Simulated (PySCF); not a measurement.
boric acid (BH₃O₃), SMILES B(O)(O)O.

Coordinates come from a TPSSh-D3(BJ)/def2-SVP optimisation. Other conformers were not sampled.

All values below come from r2SCAN/def2-TZVPD (PySCF).

The total energy comes out as -252.47623 hartree and the point group is Cs. The highest occupied level comes out as -7.92 eV and the lowest empty level is -0.61 eV. The orbital gap is 7.30 eV, the dipole moment comes out as 2.90 D and the quadrupole, principal values (traceless, Buckingham form, about the centre of nuclear charge) comes out as -7.24, -2.75, 9.99 D·Å. The mean static polarisability comes out as 28.8 bohr³ (4.26 Å³). The polarisability, principal values is 23.0, 30.0, 33.2 bohr³.
